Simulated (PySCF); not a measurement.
Cl3H3Si2, SMILES [SiH3][Si](Cl)(Cl)Cl. Geometry: PBE-D3(BJ)/def2-SVP.

Problem. Give the equilibrium geometry at PBE-D3(BJ)/def2-SVP (PySCF confirms it by a frequency run) as a Z-matrix, and its point group. (An estimate is asked for; the answer gives what the named calculation found.)

Solution. point group C3v.
```
Si
Cl 1 2.0741
Cl 1 2.0741 2 108.58
Cl 1 2.0741 2 108.58 3 117.88
Si 1 2.3374 2 110.35 4 121.06
H 5 1.5022 1 108.70 2 60.00
H 5 1.5022 6 110.23 1 -119.04
H 5 1.5022 6 110.23 7 -121.92
```
